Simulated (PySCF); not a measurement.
# Functional dependence of a UV spectrum

Species: C2H11GeNSi.
Atom-mapped SMILES: `[CH3:1][N:2]([CH3:3])[GeH2:4][SiH3:5]` (hydrogens: H6, H7, H8 on C1; H9, H10, H11 on C3; H12, H13 on Ge4; H14, H15, H16 on Si5)

Linear-response calculations in the def2-SVPD basis (PySCF; singlets by full response, triplets Tamm–Dancoff, core orbitals frozen in the response; HF means time-dependent Hartree–Fock). 'Strongest' is the level of largest summed f among the singlets computed (10 roots, of which the last may lack a degenerate partner); it can jump between rows when another state enters that window. S1 is the lowest singlet of each run and needn't be the same state throughout; f(S1) is that of one state. One conformer (not necessarily the lowest) at the PBE0-D3(BJ)/def2-SVP geometry, without solvent, vibrations or thermal averaging. The LDA/def2-SVPD calculation is non-relativistic and has no spin–orbit coupling, an omission that weighs most on germanium.

| functional | kind | S1 (eV) | f(S1) | strongest (eV) | T1 (eV) | HOMO (eV) | gap (eV) | ionisation energy, ΔSCF (eV) |
| --- | --- | --- | --- | --- | --- | --- | --- | --- |
| LDA | LDA | 4.02 | 0.010 | 4.68 | 3.82 | -4.94 | 3.92 | 7.82 |
| PBE | GGA | 4.16 | 0.011 | 4.75 | 3.92 | -4.86 | 4.08 | 7.69 |
| B3LYP | global hybrid, 20% exact exchange | 4.73 | 0.015 | 5.19 | 4.42 | -5.89 | 5.70 | 7.86 |
| PBE0 | global hybrid, 25% exact exchange | 4.85 | 0.018 | 5.66 | 4.48 | -6.09 | 6.10 | 7.82 |
| BHandHLYP | global hybrid, 50% exact exchange | 5.44 | 0.024 | 6.37 | 5.01 | -7.27 | 8.03 | 7.79 |
| CAM-B3LYP | range-separated hybrid | 5.16 | 0.018 | 6.09 | 4.80 | -7.39 | 8.28 | 7.94 |
| wB97X-D | range-separated hybrid | 5.21 | 0.020 | 5.99 | 4.87 | -7.89 | 9.58 | 7.91 |
| LC-wPBE | range-separated hybrid | 5.65 | 0.023 | 8.28 | 5.16 | -8.66 | 10.63 | 8.04 |
| HF | Hartree–Fock | 6.43 | 0.036 | 8.97 | 5.72 | -9.13 | 11.52 | not settled |

S1 runs from 4.02 eV (LDA) to 6.43 eV (HF), a spread of 2.41 eV, while the orbital gap spreads over 7.6 eV. Along PBE (0%), B3LYP (20%), PBE0 (25%), BHandHLYP (50%), HF (100%) S1 rises with the share of exact exchange. −ε(HOMO) comes closest to its own ΔSCF ionisation energy with wB97X-D (-0.02 eV) and misses most with LDA (-2.88 eV). 'Not settled' means that the ion's SCF failed to converge or may have ended in another state than the lowest.
